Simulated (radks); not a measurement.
Values are calculated unless marked as measured or tabulated.
Question: The barium ion Ba2+, [Xe]. Level of theory: non-relativistic Kohn-Sham, exchange-only PBE, spin-polarised, spherical densities, point nucleus (a radial shooting solver on a logarithmic mesh with Libxc functionals). Every spin shell is full or empty, so the densities are truly spherical. Functionals are evaluated on that one density, not self-consistently. Rank these exchange functionals by their error against the exact value of the orbitals, and give that value: LDA, B88, PBE, revPBE, PW91, OPTX, WC, AM05, SOGGA, G96, APBE, revTPSS, SCAN, r2SCAN.

Answer: Exact: -188.809 hartree. From best to worst, with 100 (|E| - |E exact|)/|E exact| (equal figures are ties): B88 +0.01, PW91 -0.02, SCAN +0.13, r2SCAN -0.14, APBE +0.27, revPBE -0.31, G96 +0.35, PBE -0.43, WC -0.83, revTPSS -0.94, OPTX +1.33, SOGGA -2.21, AM05 -4.36, LDA -4.66.
